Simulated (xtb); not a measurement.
Input for xtb: GFN2-xTB on tetrasilane (SMILES [SiH3][SiH2][SiH2][SiH3]).

```
$ xtb mol.xyz --gfn 2 --sp --chrg 0 --uhf 0
14

Si     2.82217235    -0.93503203    -0.05405561
Si     0.48798122    -1.04069557     0.12835676
Si    -0.48725967     1.04315084    -0.32146501
Si    -2.82281989     0.93320667    -0.16071337
H      3.19575622    -0.51771833    -1.42751065
H      3.45128173    -2.24768897     0.23240911
H      3.35201300     0.06586077     0.90382116
H      0.10763748    -1.47012059     1.49922542
H     -0.04619113    -2.04459468    -0.82830663
H      0.03779797     2.04460564     0.64270364
H     -0.09635970     1.47752338    -1.68778295
H     -3.45116695     2.24483044    -0.45332668
H     -3.34143348    -0.06842708    -1.12399418
H     -3.20940916     0.51509952     1.20890785
```

The head of its log:

```
[...]
           -------------------------------------------------
          |                Calculation Setup                |
           -------------------------------------------------



           -------------------------------------------------
          |                 G F N 2 - x T B                 |
           -------------------------------------------------

        Reference                      10.1021/acs.jctc.8b01176
      * Hamiltonian:
        H0-scaling (s, p, d)           1.850000    2.230000    2.230000
        zeta-weighting                 0.500000
      * Dispersion:
        s8                             2.700000
        a1                             0.520000
        a2                             5.000000
        s9                             5.000000
      * Repulsion:
        kExp                           1.500000    1.000000
        rExp                           1.000000
      * Coulomb:
        alpha                          2.000000
        third order                    shell-resolved
        anisotropic                    true
        a3                             3.000000
        a5                             4.000000
        cn-shift                       1.200000
        cn-exp                         4.000000
        max-rad                        5.000000


          ...................................................
          :                      SETUP                      :
          :.................................................:
          :  # basis functions                  50          :
          :  # atomic orbitals                  46          :
          :  # shells                           22          :
          :  # electrons                        26          :
          :  max. iterations                   250          :
          :  Hamiltonian                  GFN2-xTB          :
          :  restarted?                      false          :
          :  GBSA solvation                  false          :
          :  PC potential                    false          :
          :  electronic temp.          300.0000000     K    :
          :  accuracy                    1.0000000          :
          :  -> integral cutoff          0.2500000E+02      :
          :  -> integral neglect         0.1000000E-07      :
          :  -> SCF convergence          0.1000000E-05 Eh   :
          :  -> wf. convergence          0.1000000E-03 e    :
          :  Broyden damping             0.4000000          :
          :  net charge                          0          :
          :  unpaired electrons                  0          :
          ...................................................

 iter      E             dE          RMSdq      gap      omega  full diag
   1    -11.9179427 -0.119179E+02  0.481E+00    3.90       0.0  T
   2    -12.0619009 -0.143958E+00  0.188E+00    3.58       1.0  T
```

Problem. What total energy does the run end on?

Solution. -11.9687 hartree.
